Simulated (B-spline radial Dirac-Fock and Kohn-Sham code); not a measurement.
# Auger decay of the 3s hole in Se³⁺

System: selenium as Se³⁺ in the configuration [Ar] 3d10 4s2 4p1, inside a Watson sphere of charge -3 and radius 3 Å (a model of the Madelung potential; inside it an electron's potential energy is raised by 14.4 eV).

Input file task.json (cfg lists n, l and occupation; rrms is the nuclear radius in fm):

```json
{"items": [{
  "Z": 34,
  "q": 3,
  "cfg": [[1, 0, 2], [2, 0, 2], [2, 1, 6], [3, 0, 2], [3, 1, 6], [3, 2, 10], [4, 0, 2], [4, 1, 1]],
  "A": 80,
  "rrms": 4.14,
  "watson": [-3, 3.0],
  "do": ["binding", "quiet", "decay"],
  "holes": ["K", "L1", "L2", "L3", "M1", "M2", "M3", "M4", "M5", "N1"]
}]}
```

Launch: `python xray_run.py task.json out`

Method: independent-particle radiative and Coulomb Auger rates from relativistic LDA hole-state orbitals, with Dirac-Fock energies. Computed with a radial B-spline solver. Kinetic energies are configuration averages from the vacuum level; the two-hole energies are estimated from single-hole states.

```tsv
transition	kinetic energy (eV)	width (meV)	share (%)
M1-M2N1	8.08	481	15.6
M1-M3N1	14.01	869	28.2
M1-M2N2	20.97	65.7	2.1
M1-M2N3	21.43	154	5.0
M1-M3N2	26.73	146	4.7
M1-M3N3	27.45	246	8.0
M1-M4M5	63.49	115	3.7
M1-M5M5	64.67	91.2	3.0
M1-M4N1	123.6	324	10.5
M1-M5N1	124.4	482	15.6
```

Coster-Kronig rates are the weakest part of this model and often come out 1.5 to 2.5 times too large. Channels within a few eV of threshold rest on estimated energies and may be closed in reality. The listed channels hold 96 % of the non-radiative rate. Summed by principal shells, of 3.08 eV in all: MMN 91.0 %, MMM 8.1 %, MNN 0.9 %.
